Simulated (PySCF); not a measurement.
Potential energy of GeO⁺ along the bond

Set-up: basis Ge pcseg-1, O pcseg-1; no relativity; PySCF 2.14. Energies in eV from Ge⁺ + O in their ground configurations at the same level. State: ²Π (doublet), unpaired electrons π ↑.

All columns are revPBE. A positive dipole points towards O; it is taken about the centre of mass and depends on that origin.

| R (Å) | E (eV) | μ (D) | Mulliken charge on Ge (basis-dependent) | HOMO (eV) | LUMO (eV) | Mayer bond order | ⟨S²⟩ |
| --- | --- | --- | --- | --- | --- | --- | --- |
| 1.562 | -2.342 | -1.08 | 1.13 | -15.32 | -16.07 | 1.34 | 0.75 |
| 1.634 | -3.066 | -1.38 | 1.15 | -15.30 | -15.51 | 1.33 | 0.75 |
| 1.707 | -3.491 | -1.66 | 1.17 | -15.24 | -14.99 | 1.31 | 0.75 |
| 1.762 | -3.666 | -1.87 | 1.18 | -15.17 | -14.63 | 1.31 | 0.75 |
| 1.816 | -3.747 | -2.06 | 1.18 | -15.08 | -14.28 | 1.30 | 0.76 |
| 1.871 | -3.754 | -2.25 | 1.19 | -14.76 | -13.96 | 1.29 | 0.76 |
| 1.943 | -3.677 | -2.49 | 1.19 | -14.36 | -13.57 | 1.29 | 0.76 |
| 2.034 | -3.485 | -2.75 | 1.19 | -13.92 | -13.15 | 1.29 | 0.76 |
| 2.143 | -3.168 | -3.02 | 1.19 | -13.46 | -12.72 | 1.29 | 0.78 |
| 2.288 | -2.686 | -3.26 | 1.16 | -12.95 | -12.30 | 1.30 | 0.82 |

A fit through these points gives, at Re = 1.849 Å, μ = -2.18 D and dμ/dR = -3.45 D/Å; the reduced mass is 13.15 u.

How strong is the fundamental in the double-harmonic approximation, I = 42.26·(dμ/dR)²/μred km/mol?

I = 42.26·(-3.45)²/13.15 = 38.3 km/mol at revPBE.

Spin–orbit coupling is left out. For an ion De counts to the pair picked by the measured ionisation energies or electron affinities, which need not be the lowest pair at this level. The state is the lowest determinant that a PBE0 search found; another state may lie lower at other levels.

At some distances an empty level lies below a filled one, because the occupation is held.
